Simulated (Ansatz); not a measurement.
A nudged elastic band was laid between two geometries of CH7BN2O (12 atoms, charge 0, multiplicity 1).

Theory: RKS BHLYP-D4/6-31G in Ansatz 0.2.0.

```
movable images  : 5
climbing image  : yes
spring          : 5.0 eV/Å²
optimiser       : quadratic models (default)
start path      : IDPP
force threshold : 0.03 eV/Å
iteration limit : 60
end points      : relaxed
```

Initial state:

```xyz
12
Properties=species:S:1:pos:R:3
N -0.861 0.949 0.763
B -0.012 -0.119 0.416
N 0.254 -1.209 1.275
C 0.677 -0.047 -1.011
O 0.033 0.922 -1.891
H -1.350 1.037 1.629
H -0.945 1.725 0.137
H -0.107 -1.280 2.205
H 0.832 -1.978 1.002
H 1.700 0.309 -0.919
H 0.732 -1.022 -1.502
H -0.876 0.656 -2.069
```

Final state:

```xyz
12
Properties=species:S:1:pos:R:3
N -0.855 0.953 0.765
B -0.011 -0.118 0.416
N 0.249 -1.212 1.272
C 0.678 -0.047 -1.011
O 0.032 0.919 -1.892
H -1.345 1.041 1.631
H -0.938 1.730 0.139
H 0.822 -1.983 0.997
H -0.113 -1.283 2.201
H 1.700 0.313 -0.918
H 0.736 -1.022 -1.501
H -0.878 0.654 -2.066
```

(1) What changes between the two ends?

(2) Give the energies along the band, and the barrier.

(3) What is the geometry of the highest image?

(4) What are the harmonic wavenumbers there?

## Answers

(1) No bond is made or broken. The height of N1 over the plane of its neighbours goes from 0.03 to 0.02 Å. The two ends are copies of one structure, up to a mirror image or an exchange of like atoms.

(2) The forces met the threshold. The highest image is number 3 of 0 to 6, 0.72 eV above the ends, which have the same energy within 2 meV. A vibrational analysis at the climbing image gives one clearly imaginary mode, 549i cm⁻¹: a first-order saddle point. Limits of this set-up: no polarisation functions.

```tsv
image	path coordinate (Å)	energy (eV)	height of N1 over the plane of its neighbours (Å)
0	0.00	0.00	0.03
1	0.65	0.11	0.06
2	1.30	0.48	0.06
3	1.95	0.72	0.03
4	2.56	0.50	-0.01
5	3.18	0.14	-0.01
6	3.79	0.00	0.02
```

(3) 
```xyz
12
Properties=species:S:1:pos:R:3
N -0.555 1.082 0.869
B 0.042 -0.093 0.423
N 0.355 -1.187 1.343
C 0.387 -0.177 -1.120
O -0.129 0.946 -1.897
H -0.787 1.229 1.831
H -0.709 1.849 0.244
H -0.252 -1.970 1.471
H 1.277 -1.321 1.706
H 1.466 -0.143 -1.257
H 0.062 -1.126 -1.553
H -1.080 0.856 -2.026
```

(4) 549i, 134, 211, 257, 277, 373, 411, 497, 695, 794, 812, 867, 960, 1028, 1058, 1183, 1286, 1402, 1424, 1462, 1560, 1709, 1717, 3101, 3174, 3704, 3732, 3828, 3830, 3841 cm⁻¹.

The run took 2.1 min on 1 thread of Arm Neoverse V1, on a shared host, peak memory 0.13 GiB.
